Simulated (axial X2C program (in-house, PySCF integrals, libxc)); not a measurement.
Outer orbitals of RbB at 2.969 Å, HF

Calculated with an in-house relativistic program for diatomic molecules. Spin-free means the one-electron spin-free X2C Hamiltonian; two-component (2c) means X2C with spin–orbit coupling and atomic mean-field two-electron Coulomb and Gaunt terms, so the difference of the two also holds small scalar two-electron terms. Basis: Rb dyall-cv3z [12s13p8d4f1g], B dyall-v3z [7s6p2d1f] (cores contracted in-house); Gaussian nuclei, density fitting, unrestricted open shells. Masses: Rb 84.912 u, B 11.009 u.

The distance is close to the 2c PBE0 minimum; the highest filled and lowest empty levels are listed.

Spin-free orbitals, state M_S = 1, Λ = 1 (beyond evenly filled blocks: σα, π+α) (Löwdin shares):

| symmetry | occupied | ε (eV) | atomic character |
| --- | --- | --- | --- |
| π+α | yes | -22.08 | 100% Rb p |
| π-α | yes | -22.05 | 100% Rb p |
| σα | yes | -22.02 | 98% Rb p |
| π-β | yes | -22.00 | 100% Rb p |
| π+β | yes | -22.00 | 100% Rb p |
| σβ | yes | -21.84 | 98% Rb p |
| σα | yes | -12.80 | 80% B s, 8% Rb p, 6% Rb d |
| σβ | yes | -8.55 | 75% B s, 9% Rb p, 7% Rb d |
| σα | yes | -5.46 | 85% B p, 9% Rb s, 4% Rb d |
| π+α | yes | -5.02 | 87% B p, 7% Rb d, 5% Rb p |
| σβ | no | -0.29 | 66% Rb s, 33% Rb p |
| σα | no | -0.29 | 66% Rb s, 31% Rb p, 2% B p |
| π-α | no | 0.32 | 99% Rb p |
| π+β | no | 0.34 | 99% Rb p |
| π-β | no | 0.34 | 99% Rb p |

Spinors with spin–orbit coupling (state Ω = 2):

| ω | occupied | ε (eV) | atomic character | λ mixture |
| --- | --- | --- | --- | --- |
| 1/2 | yes | -22.64 | 99% Rb p | 66% π, 34% σ |
| -1/2 | yes | -22.62 | 100% Rb p | 75% π, 25% σ |
| 3/2 | yes | -21.75 | 100% Rb p | 100% π |
| 1/2 | yes | -21.69 | 98% Rb p | 66% σ, 34% π |
| -3/2 | yes | -21.68 | 100% Rb p | 100% π |
| -1/2 | yes | -21.57 | 99% Rb p | 75% σ, 25% π |
| 1/2 | yes | -12.80 | 80% B s, 8% Rb p, 6% Rb d | 100% σ |
| -1/2 | yes | -8.55 | 75% B s, 9% Rb p, 7% Rb d | 100% σ |
| 1/2 | yes | -5.46 | 85% B p, 9% Rb s, 4% Rb d | 100% σ |
| 3/2 | yes | -5.02 | 87% B p, 7% Rb d, 5% Rb p | 100% π |
| -1/2 | no | -0.29 | 66% Rb s, 33% Rb p | 100% σ |
| 1/2 | no | -0.29 | 66% Rb s, 31% Rb p, 2% B p | 100% σ |
| -1/2 | no | 0.32 | 99% Rb p | 100% π |
| 1/2 | no | 0.34 | 99% Rb p | 100% π |
| -3/2 | no | 0.34 | 99% Rb p | 100% π |

Mulliken charges and populations of the two-component result (they depend on the basis, above all on diffuse functions):

Rb 0.71 e (s 8.12 p 18.06 d 10.11), B -0.71 e (s 3.89 p 1.82). ⟨Lz⟩ = 1.00 ħ and ⟨Sz⟩ = 1.00 ħ (0.08 and 0.92 on the two atoms), which add up to Ω.

The state is a single determinant with fixed occupations, the lowest that a limited PBE0 search found. Other states lie close and PBE0, whose exact exchange favours high spin, may order them wrongly; the determinant shown need not be the ground state. The nearest other spin-free determinant of the search, M_S = 0, Λ = 1, lies 0.22 eV up at the distance of the search. With several unpaired electrons one determinant need not be a pure state. Open-shell Ω = 0 determinants with evenly filled partner blocks cannot be reached by this program, so the Ω shown need not be the lowest component. The stretched end of a curve changes character and is left out.
